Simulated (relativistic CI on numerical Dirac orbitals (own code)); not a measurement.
Method of calculation: Dirac-Coulomb-Breit CI, KLI orbitals optimised for each configuration, model QED, unscaled Slater integrals (own radial code, finite nucleus).

Configuration list (outside the closed core [Ar]): 3d10.4s2, 3d10.4s.4p, 3d10.4p2, 3d10.4s.4d, 3d10.4d2, 3d10.4s.4f, 3d10.4p.4d, 3d10.4f2, 3d10.4p.5s, 3d10.4p.4f, 3d10.4s.5s, 3d10.4s.5p, 3d10.4d.5s, 3d10.4d.4f, 3d10.4s.5d, 3d10.4s.6s, 3d10.4s.5f, 3d10.4s.5g, 3d10.4s.6p, 3d10.5s2, 3d10.4f.5s, 3d10.4s.6d, 3d10.4s.6f, 3d10.4s.7s, 3d9.4s2.4p, 3d9.4s2.4d. Double excitations out of closed p, d and f shells are left out; levels of such configurations are missing from the list, as are those of other unlisted configurations, and high levels can miss mixing partners. These lack a partner that the ground configuration has and come out too high: 3d9.4s2.4p, 3d9.4s2.4d.

At this charge energies of transitions that change n are usually good to better than 1 %, and those within a shell (Δn = 0) to a few per cent.

Outline of the computed level scheme of Nb XII. Lowest level of each configuration: 3d10.4s2 1S_0 at 0.000 eV; 3d10.4s.4p 3P°_0 at 22.658 eV; 3d10.4p2 3P_0 at 53.576 eV; 3d10.4s.4d 3D_1 at 71.699 eV; 3d10.4p.4d 3F°_2 at 95.756 eV; 3d10.4s.5s 3S_1 at 112.726 eV; 3d10.4s.4f 3F°_2 at 115.616 eV; 3d10.4s.5p 3P°_0 at 124.356 eV; 3d10.4p.4f 1G_4 at 140.167 eV.

Some strong electric-dipole decays among the lowest 43 levels: 3d10.4s.5s 1S_0 → 3d10.4s.4p 1P°_1 (1.1e+11 s⁻¹); 3d10.4s.4f 1F°_3 → 3d10.4s.4d 1D_2 (9.4e+10 s⁻¹); 3d10.4s.4d 1D_2 → 3d10.4s.4p 1P°_1 (7.3e+10 s⁻¹); 3d10.4s.5s 3S_1 → 3d10.4s.4p 3P°_2 (7.1e+10 s⁻¹); 3d10.4s.4f 3F°_4 → 3d10.4s.4d 3D_3 (6.4e+10 s⁻¹); 3d10.4p.4d 3D°_1 → 3d10.4p2 3P_0 (6.0e+10 s⁻¹); 3d10.4s.4f 3F°_3 → 3d10.4s.4d 3D_2 (5.7e+10 s⁻¹); 3d10.4s.4f 3F°_2 → 3d10.4s.4d 3D_1 (5.4e+10 s⁻¹).

LS names give the leading component of a level, which can be under half, so a name can repeat, a term be missing and a line seem to break the LS rules.
